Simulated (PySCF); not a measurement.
C3H5BN2O, SMILES NB1C=CN=CO1.

The structure is a stationary point at TPSSh-D3(BJ)/def2-SVP. The structure was generated by enumeration, and PubChem lists no compound with its InChIKey, so it may never have been made. The values are those of a single conformer.

These are TPSSh-D3(BJ)/def2-SVP in PySCF values and carry that method's errors.

Harmonic, unscaled wavenumbers; measured fundamentals usually lie a few per cent lower.

```
mode  ν (cm⁻¹)  IR (km/mol)  moving atoms (share of kinetic energy)
----  --------  -----------  --------------------------------------
1          149          0.3          N 42 %, O 25 %, C 17 %, H 11 %
2          297          2.1                  C 46 %, H 29 %, O 21 %
3          305          2.9  H 33 %, N 27 %, O 15 %, C 14 %, B 11 %
4          385        184.5                          H 81 %, N 18 %
5          476          4.7          N 49 %, C 17 %, O 17 %, B 12 %
6          483          7.0          H 48 %, B 22 %, N 16 %, C 13 %
7          543          0.7                           H 82 %, B 8 %
8          608          7.2                  C 60 %, O 20 %, N 10 %
9          705         37.5  B 44 %, C 23 %, N 12 %, H 12 %, O 10 %
10         770          1.0          C 50 %, N 18 %, O 17 %, H 13 %
11         827         13.6                   H 65 %, C 24 %, N 8 %
12         839          0.5                   H 61 %, N 20 %, O 9 %
13         929         18.1           N 45 %, O 23 %, C 23 %, H 9 %
14         957          0.0                          H 67 %, C 31 %
15        1016          2.3                  H 40 %, C 37 %, N 18 %
16        1024          0.2                          H 72 %, C 28 %
17        1179         16.1                  H 50 %, C 30 %, O 13 %
18        1217         19.6                  B 50 %, H 26 %, C 16 %
19        1277        133.5                  H 34 %, O 31 %, C 30 %
20        1362        109.3                  B 38 %, H 35 %, C 17 %
21        1416          4.1                          H 78 %, N 13 %
22        1469         75.5                  H 46 %, C 28 %, B 23 %
23        1577         66.8                  C 67 %, H 18 %, N 14 %
24        1609        265.8          H 53 %, N 23 %, B 14 %, C 10 %
25        1673        290.8                          C 61 %, N 27 %
26        3150         23.4                           H 92 %, C 8 %
27        3178         31.3                           H 91 %, C 9 %
28        3183          8.0                           H 91 %, C 9 %
29        3595         54.9                                  H 96 %
30        3702         33.6                           H 91 %, N 9 %
```
